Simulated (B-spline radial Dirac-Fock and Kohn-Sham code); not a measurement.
Photoabsorption cross section of S³⁺ by shell

System: S³⁺, configuration [Ne] 3s2 3p1.

The computed values come from an atomic code on a B-spline grid: independent-particle photoionisation in a Dirac-Hartree-Slater potential with a Latter tail, all multipoles, thresholds from Dirac-Fock ΔSCF.

Computed thresholds (eV): K 2528.3, L1 283.3, L2 218.4, L3 217.2, M1 57.28, M2 46.55, M3 46.42.

```tsv
photon energy (eV)	total (b)	K (%)	L (%)	M (%)
83.1	727800	–	–	100.0
300	2.412e+06	–	96.5	3.5
340	1.851e+06	–	96.4	3.6
494	776800	–	95.8	4.2
612	460400	–	95.4	4.6
1253.6	72830	–	93.9	6.1
2984.4	74200	90.7	8.6	0.7
12000	1557	91.8	7.4	0.8
22162.9	246.7	91.9	7.3	0.9
30000	97.16	91.9	7.2	0.9
40000	39.63	91.9	7.2	0.9
72300	6.095	91.9	7.2	0.9
100000	2.166	91.9	7.2	0.9
```

Q: With what power of the photon energy does the total fall between 72300 and 100000 eV?

A: As E^-3.19. The non-relativistic Born limit for an s electron far above threshold is E^-3.5; near threshold and at relativistic energies the fall is slower.
